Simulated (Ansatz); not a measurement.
Basis-set extrapolation for `ClC1=CC[SiH2]1` (PBE0-D4/def2-TZVP geometry, frozen core, Ansatz 0.2.0). Multiplicity 1, RHF reference.

|  | def2-TZVPP | def2-QZVPP |
| --- | --- | --- |
| HF | -864.968595 | -864.995331 |
| MP2 correlation | -0.791018 | -0.849918 |
| CCSD(T) correlation | -0.878461 | not run |

Energies in hartree. Use E(X) = E(∞) + A·exp(−7.88·√X) for Hartree–Fock and E(X) = E(∞) + B·X^(−2.97) for correlation, with X = 3 and 4, and add CCSD(T) minus MP2 of the smaller set to the MP2 limit.

Problem. What is the CCSD(T) energy at the basis-set limit?

Solution. HF limit: -864.995331 + (-0.026736) × 0.13774 = -864.99901. MP2 limit: -0.849918 + (-0.058900) × 0.74074 = -0.89355. Higher-order term: -0.878461 − (-0.791018) = -0.08744. Total: -865.98000 hartree, 349.0 kJ/mol below CCSD(T)/def2-TZVPP.
